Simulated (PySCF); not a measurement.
```xyz
20

C     -0.2198     2.0510     1.1677
O      0.6912     1.0594     0.7738
C      0.2184     0.0846    -0.0904
Si    -0.0633     0.7781    -1.8956
O     -0.9007    -0.4822     0.5303
C     -1.5869    -1.4489    -0.2149
O      1.2267    -0.8424    -0.2803
C      1.8107    -1.3728     0.8950
H     -0.6071     2.6218     0.3026
H      0.3271     2.7437     1.8210
H     -1.0749     1.6264     1.7161
H     -1.3303     1.5692    -1.9938
H      1.0920     1.6660    -2.2087
H     -0.1286    -0.3392    -2.8813
H     -2.3598    -1.8766     0.4378
H     -0.9162    -2.2556    -0.5566
H     -2.0874    -1.0120    -1.1006
H      2.4237    -2.2272     0.5797
H      2.4461    -0.6271     1.3958
H      1.0393    -1.7165     1.6024
```

Charge 0, multiplicity 1.

**Question.** Give the Mulliken and meta-Löwdin atomic charges from PBE0-D4/def2-TZVP // PBE0-D4/def2-SVP (PySCF).

**Answer.** 
```csv
atom,Mulliken (e),meta-Löwdin (e)
C1,-0.22,-0.13
O2,-0.27,-0.38
C3,0.32,0.38
Si4,0.08,0.40
O5,-0.27,-0.40
C6,-0.25,-0.13
O7,-0.28,-0.39
C8,-0.25,-0.14
H9,0.10,0.10
H10,0.14,0.13
H11,0.14,0.12
H12,-0.02,-0.09
H13,-0.01,-0.07
H14,-0.01,-0.08
H15,0.14,0.13
H16,0.14,0.11
H17,0.12,0.10
H18,0.13,0.13
H19,0.13,0.12
H20,0.13,0.11
```
